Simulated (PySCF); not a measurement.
CH5F2NOSi, SMILES O[Si@](N)(CF)F.

The structure is a stationary point at B3LYP-D3(BJ)/def2-SVP. The structure was generated by enumeration; whether it is a known compound was not checked. One conformer was computed; it need not be the lowest.

Two levels are set side by side: PBE/def2-TZVP (PySCF) and HF/def2-TZVP (PySCF). Same geometry, gas phase. Differences are taken from unrounded values.

```csv
quantity,HF,PBE,PBE minus HF
orbital gap (eV),15.14,6.31,-8.83
highest occupied level (eV),-11.78,-6.56,5.22
lowest empty level (eV),3.37,-0.25,-3.61
dipole moment (D),0.69,0.44,-0.24
mean polarisability (bohr³),40.9,47.9,7.0
```

Without exact exchange PBE keeps part of each electron's self-repulsion, which lifts occupied levels and narrows the gap. Loosely held outer electrons make PBE densities more polarisable. Differences between two approximate levels are no errors against the true value.

Rough cost on one machine, each run with all the roots and properties that it gave: HF against PBE about 1/3.
